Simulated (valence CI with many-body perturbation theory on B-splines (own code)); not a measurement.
Values are calculated unless marked as measured or tabulated.
In XXVIII: magnetic and hyperfine properties of the levels

Method: relativistic CI+MBPT: four valence electrons over a frozen Dirac-Fock core [Ar], a basis of 9 s, 9 p, 10 d, 8 f, 5 g, 3 h, 1 i functions for each j, with the one-electron correlation potential Σ1, the two-electron term Σ2, the three-electron term Σ3, Breit, model QED; selected CI, second order for the rest (own B-spline code, finite nucleus).

No measured spectrum was set against this ion. As an estimate, large intervals hold to a few tenths of a per cent, small ones and those within an open d or f shell to about a per cent. Core correlation moves these levels by up to 8900 cm⁻¹, and in measured spectra 5 to 20 % of such shifts remained as error; rates that hang on mixing are uncertain with them. Only levels of the ground parity were solved; by the run's estimate the other parity begins above the list, which can be wrong where configurations are misplaced.

A/g_I is the dipole constant over the nuclear g factor μ/I (μ in nuclear magnetons, uniformly magnetised nucleus), B/Q the quadrupole constant per barn. Both hold the static response of the core; the bare values leave it out. Large factors of s and p1/2 electrons are usually good to 5 to 10 %; those of open d and f shells near neutrality can be off by tens of per cent, and small factors of p3/2, d and f electrons come from cancelling terms and can be off by a factor of two or in sign, in half-filled shells by more. B is blank for J = 1/2, where it vanishes, and for nearly pure S terms. Energies count from the lowest level. Levels with J = 0 are left out.

Names give the largest LS component (configuration and term), which can be under half, so a name can repeat, a term be missing and a line seem to break the LS rules; names also repeat where a configuration has a term twice. Letters in brackets count levels of one name in rising energy.

| Level | E (cm⁻¹) | g | A/g_I (MHz) | A/g_I bare | B/Q (MHz/b) | B/Q bare |
| --- | --- | --- | --- | --- | --- | --- |
| 3d⁴ ⁵D_1 | 39273 | 1.495 | -302 | 202 | 5230 | 5340 |
| 3d⁴ ⁵D_2 | 67684 | 1.451 | 4220 | 4660 | 4610 | 4700 |
| 3d⁴ ⁵D_3 | 86394 | 1.413 | 7350 | 7750 | -1740 | -1790 |
| 3d⁴ ⁵D_4 | 92324 | 1.294 | 10600 | 10900 | -8510 | -8710 |
| 3d⁴ ³H_4 | 139100 | 1.050 | 11700 | 11800 | 844 | 854 |
| 3d⁴ ³G_3 | 161110 | 0.926 | 12900 | 12900 | 2650 | 2700 |
| 3d⁴ ³F_2 [a] | 164810 | 0.864 | 11700 | 11700 | 6500 | 6640 |
| 3d⁴ ³H_5 | 171430 | 1.073 | 12000 | 12100 | 11000 | 11300 |
| 3d⁴ ³P_1 [a] | 175170 | 1.336 | 9910 | 10200 | -488 | -509 |
| 3d⁴ ³H_6 | 183820 | 1.109 | 12400 | 12500 | 11600 | 11800 |
| 3d⁴ ³G_4 | 200810 | 1.026 | 13600 | 13600 | -6160 | -6290 |
| 3d⁴ ³D_2 | 206760 | 1.218 | 9960 | 10200 | 1620 | 1650 |
| 3d⁴ ³D_3 | 214030 | 1.180 | 12000 | 12200 | 4410 | 4510 |
| 3d⁴ ³F_4 [a] | 218930 | 1.150 | 9480 | 9660 | 1250 | 1270 |
| 3d⁴ ³F_3 [a] | 239500 | 1.075 | 9170 | 9290 | 97.8 | 102 |
| 3d⁴ ³P_2 [a] | 247550 | 1.122 | 14600 | 14800 | 2630 | 2690 |
| 3d⁴ ³G_5 | 254520 | 1.152 | 10300 | 10500 | -7110 | -7270 |
| 3d⁴ ³D_1 | 263030 | 0.681 | 15900 | 15600 | 4680 | 4780 |
| 3d⁴ ¹I_6 | 264300 | 1.049 | 12100 | 12200 | 15500 | 15800 |
| 3d⁴ ³F_4 [b] | 291200 | 1.106 | 10100 | 10200 | 11100 | 11400 |
| 3d⁴ ³P_2 [b] | 298710 | 1.209 | 10400 | 10600 | 1060 | 1080 |
| 3d⁴ ¹F_3 | 311350 | 1.067 | 11400 | 11500 | 10900 | 11100 |
| 3d⁴ ³P_2 [c] | 324840 | 1.182 | 10700 | 10900 | 6450 | 6600 |
| 3d⁴ ³F_4 [c] | 353610 | 1.135 | 9250 | 9410 | -1920 | -1960 |
| 3d⁴ ³F_3 [b] | 367920 | 1.065 | 12700 | 12800 | 16400 | 16700 |
| 3d⁴ ³F_2 [b] | 370010 | 0.925 | 13900 | 13900 | 8530 | 8710 |
| 3d⁴ ³P_1 [b] | 372730 | 1.473 | 2300 | 2770 | -6160 | -6290 |
| 3d⁴ ¹G_4 | 389420 | 1.061 | 12600 | 12700 | 7260 | 7430 |
| 3d⁴ ¹D_2 | 467150 | 0.997 | 11700 | 11800 | -16400 | -16800 |

(1) Take the isotope of mass number 113, with I = 9/2, μ = 5.5208 μN and Q = 0.761 b. What is the hyperfine structure of 3d⁴ ⁵D_4?

## Answers

(1) From the table A = 13000 MHz, B = -6480 MHz. Shifts from the centre of gravity in MHz: F = 1/2: -289000, F = 3/2: -269000, F = 5/2: -235000, F = 7/2: -189000, F = 9/2: -129000, F = 11/2: -57100, F = 13/2: 27500, F = 15/2: 124000, F = 17/2: 232000.
